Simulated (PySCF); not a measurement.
# Ionisation energy along the 5-electron series

Calculated with PySCF 2.14 and a two-component X2C-1e Hamiltonian (Gaussian nucleus, no Breit or QED terms), each ion in its own even-tempered basis scaled to its charge; GMP2 freezes nothing and drops the highest virtual spinors. Values in eV. NIST values: (m) measured, (s) semi-empirical, (t) theoretical.

```
  ion  configuration  GHF (spin-free)  GMP2 (spin-free)  GHF (screened spin-orbit)  GMP2 (screened spin-orbit)              NIST
Ti¹⁷⁺   [He] 2s2 2p1           1217.4            1217.1                     1222.3                      1222.0  1220.3 ± 0.5 (s)
 V¹⁸⁺   [He] 2s2 2p1           1350.5            1350.1                     1356.4                      1356.0  1354.2 ± 0.5 (s)
Mn²⁰⁺   [He] 2s2 2p1           1637.3            1636.8                     1645.9                      1645.4  1643.2 ± 0.7 (s)
```

(1) Fill in the row of Cr¹⁹⁺.

Results:

(1) configuration: [He] 2s2 2p1; GHF (spin-free): 1490.4; GMP2 (spin-free): 1490.0; GHF (screened spin-orbit): 1497.6; GMP2 (screened spin-orbit): 1497.1; NIST: 1495.1 ± 0.7 (s).
